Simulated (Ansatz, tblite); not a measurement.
Spin states of the cluster BeBr₂ (the lowest singlet isomer of a short search), each relaxed with PBE-D4/def2-TZVP in Ansatz. Electronic energies in the gas phase.

The xTB rows come from tblite. LC-ωPBE has ω = 0.4 bohr⁻¹. HSE06 is defined as in plane-wave codes, on full-range PBE exchange. Correlated methods freeze 18 core orbitals; core or outer-core shells of Br are correlated, in sets that lack core-valence functions. HOMO above LUMO, or a gap near zero within one spin, warns that the state may not be the lowest or that an electron is smeared out. In the triplet, Br2 and Br3 lie 2.92 Å apart (atoms count from 1), so these atoms are partly bonded to each other. The structure comes from a short search, and lower isomers may exist.

Singlet geometry (D∞h within 0.1 Å):

```xyz
3

Be    0.000    0.000    0.000
Br   -0.356   -0.674   -1.806
Br    0.357    0.674    1.806
```

Triplet geometry (C2v within 0.1 Å):

| atom | x (Å) | y (Å) | z (Å) |
| --- | --- | --- | --- |
| Be1 | 0.321 | 0.713 | 0.716 |
| Br2 | 1.115 | -0.227 | -1.059 |
| Br3 | -1.436 | -0.486 | 0.342 |

Quintet geometry (C2v within 0.1 Å):

```xyz
3

Be   -0.303    1.014    0.235
Br    1.823   -0.251    0.933
Br   -1.520   -0.763   -1.168
```

⟨S²⟩: triplet 2.00 at PBE0-D4/def2-TZVP (pure 2.00), quintet 6.01 at PBE0-D4/def2-TZVP (pure 6.00).

Only these spin states were relaxed.

```tsv
level	triplet − singlet (kcal/mol)	quintet − singlet (kcal/mol)	lowest of these	remarks
GFN1-xTB	76.8	241.2	singlet	–
GFN2-xTB	90.1	264.7	singlet	–
HF/STO-3G	105.2	224.3	singlet	–
HF/def2-TZVP	94.3	199.6	singlet	–
HF/def2-TZVPP	94.3	199.6	singlet	–
LDA (SPW92)/def2-TZVP	93.2	248.8	singlet	gap within one spin near zero (quintet)
PBE-D4/def2-TZVP	89.0	235.2	singlet	gap within one spin near zero (quintet)
revPBE-D4/def2-TZVP	87.9	231.3	singlet	–
BLYP-D4/def2-TZVP	90.6	234.5	singlet	gap within one spin near zero (quintet)
r2SCAN-D4/def2-TZVP	91.9	238.0	singlet	–
PBE0-D4/def2-TZVP	93.3	236.7	singlet	–
HSE06-D4/def2-TZVP	93.2	236.9	singlet	–
LC-ωPBE/def2-TZVP	98.8	234.8	singlet	–
RPA@PBE/def2-TZVP	91.4	224.9	singlet	–
MP2/def2-TZVP	102.6	243.6	singlet	–
MP2/def2-TZVPP	102.6	243.6	singlet	–
CCSD/def2-TZVPP	100.7	234.6	singlet	–
CCSD(T)/def2-TZVPP	99.9	237.4	singlet	–
```

Change of the quintet − singlet gap on mixing in exact exchange, in kcal/mol: PBE to PBE0 (25 % exact exchange) 1.5.

The xTB methods have no spin-polarisation term.
